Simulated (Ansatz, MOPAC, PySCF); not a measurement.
System: BSiH₂F₂, net charge -1, singlet state. SMILES: [SiH2-]B(F)F
Geometry: optimised at B3LYP-D3(BJ)/def2-TZVP (Ansatz, a quantum-chemistry and plane-wave program).

Unscaled harmonic wavenumbers (cm⁻¹) in rising order, each level at the stationary point that it reaches from this structure (no distance between atoms moves by over 0.3 Å); the order of modes can differ between levels, and a negative number is imaginary. B3LYP-D3(BJ)/def2-TZVP (PySCF, at the structure above): 206, 221, 348, 402, 597, 634, 658, 946, 1144, 1151, 1987, 1993.

PM3 (MOPAC): 174, 241, 353, 423, 606, 623, 651, 874, 1352, 1352, 1975, 1980. Zero-point energy 15.2 against 14.7 kcal/mol; where all levels lie over 400 cm⁻¹, the wavenumbers are on average 1.032 times those of B3LYP-D3(BJ)/def2-TZVP.

PM7 (MOPAC): 193, 220, 314, 398, 481, 559, 602, 817, 1160, 1229, 2341, 2354. Zero-point energy 15.3 against 14.7 kcal/mol; where all levels lie over 400 cm⁻¹, the wavenumbers are on average 0.989 times those of B3LYP-D3(BJ)/def2-TZVP.

HF/3-21G (Ansatz): 206, 231, 358, 442, 628, 718, 730, 1038, 1301, 1383, 2000, 2022. Zero-point energy 15.8 against 14.7 kcal/mol; where all levels lie over 400 cm⁻¹, the wavenumbers are on average 1.094 times those of B3LYP-D3(BJ)/def2-TZVP.
